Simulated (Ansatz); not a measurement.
`C[NH][GeH]([F])[F]` + `N=C=CO` → `C[NH][GeH2][F]` + `N=C=C(O)F`  (formal exchange of groups at a Ge–F bond)

Gas-phase electronic energies from Ansatz, PBE0-D4/def2-TZVP geometries. CBS: MP2 limit from def2 TZ/QZ plus the TZ coupled-cluster correction, frozen cores. DFT in def2-TZVPP. B3LYP here is the variant with VWN-RPA as its local correlation; programs differ in this. HSE06 is defined as in plane-wave codes. For Ge outer-core shells are correlated without core-valence functions, which leaves a few kJ/mol of doubt a bond. Scalar relativity is left out up to krypton. One conformer a species, not always the lowest.

`C[NH][GeH]([F])[F]`:

Cartesian coordinates in Å:
```
C 0.196 1.401 -0.154
N 0.741 0.060 -0.015
Ge -0.307 -1.369 0.238
F -1.320 -1.003 1.584
F -1.469 -1.596 -1.028
H -0.149 1.629 -1.168
H 0.947 2.140 0.133
H -0.650 1.520 0.525
H 1.572 -0.102 -0.563
H 0.440 -2.680 0.448
```

`N=C=CO`:

```xyz
7

N    -1.384    1.093   -0.415
C    -0.342    0.519   -0.108
C     0.802   -0.103    0.033
O     0.975   -1.460    0.133
H    -1.945    1.394    0.385
H     1.718    0.463    0.131
H     0.175   -1.907   -0.158
```

`C[NH][GeH2][F]`:

```xyz
10

C     0.646    1.128   -0.585
N    -0.071    0.505    0.511
Ge   -0.450   -1.260    0.523
F    -1.604   -1.681   -0.729
H     0.013    1.367   -1.449
H     1.130    2.049   -0.250
H     1.436    0.458   -0.933
H    -0.779    1.102    0.911
H     0.814   -2.045    0.159
H    -1.135   -1.623    1.843
```

`N=C=C(O)F`:

Cartesian coordinates in Å:
```
N 0.521 -0.508 1.787
C 0.111 -0.292 0.653
C -0.379 0.073 -0.504
O 0.303 0.768 -1.428
F -1.594 -0.349 -0.891
H 1.088 -1.356 1.871
H -0.050 1.664 -1.489
```

```tsv
level	ΔE (kJ/mol)	difference from CCSD(T)/CBS
LDA (SPW92)	130.9	-32.7
PBE-D4	142.8	-20.8
BLYP-D4	149.3	-14.3
B97M-V	153.7	-9.9
r2SCAN0-D4	158.1	-5.5
HSE06-D4	148.9	-14.7
CAM-B3LYP-D4	153.6	-10.0
ωB97M-V	154.6	-9.0
B2PLYP	161.0	-2.6
B3LYP	152.5	-11.1
HF/def2-TZVPP	168.2	4.6
MP2/def2-TZVPP	171.2	7.6
HF/def2-QZVPP	170.4	6.8
MP2/def2-QZVPP	173.3	9.7
SCS-MP2/def2-QZVPP	171.2	7.6
MP2/CBS(def2)	173.6	10.0
CCSD(T)/CBS	163.6	0
```

Largest T1 diagnostic among the species: 0.014.

From PBE to PBE0 (25 % exact exchange), in def2-TZVPP and without D4, ΔE moves by +6.3 kJ/mol. At CCSD(T), def2-SVP lies −19.1 kJ/mol from the extrapolated value and def2-TZVPP −2.4 kJ/mol. Leaving LDA and LC-ωPBE aside and taking each functional with its dispersion term where it has one, the values spread over 18.2 kJ/mol, from PBE-D4 to B2PLYP. LDA lies −11.3 kJ/mol from PBE without D4.
